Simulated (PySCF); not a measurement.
Gas-phase reaction: 3 GaCl + 2 GaH3.NH3 = 2 Ga2H6 + GaCl3 + N2

Method: PySCF energies plus ideal-gas RRHO corrections (1 bar). † marks an energy on the PBE0/def2-TZVP geometry and frequencies; other levels use their own. CCSD(T) freezes the core. All species are closed-shell singlets. Ga: all electrons, no relativistic terms. Adducts (GaH3.NH3) have no counterpoise correction, and HF, PBE, BLYP, B3LYP and PBE0 lack dispersion. GaH3.NH3, Ga2H6: computed as isolated molecules; such fragments, hydroxides, amides, oligomers or adducts are transient or little studied in the gas. CCSD(T) isn't extrapolated to the basis-set limit.

```json
[
 {"level": "CCSD(T)/def2-TZVPP†", "ΔH°(298 K), kJ": "33"},
 {"level": "PBE/def2-SVP", "ΔH°(298 K), kJ": "?"},
 {"level": "PBE0/def2-SVP†", "ΔH°(298 K), kJ": "?"},
 {"level": "PBE0/def2-TZVP", "ΔH°(298 K), kJ": "101"},
 {"level": "r2SCAN/def2-TZVP†", "ΔH°(298 K), kJ": "53"}
]
```

Question: Fill in the missing entries.

Answer: 
- PBE/def2-SVP, ΔH°(298 K), kJ: 127
- PBE0/def2-SVP†, ΔH°(298 K), kJ: 110
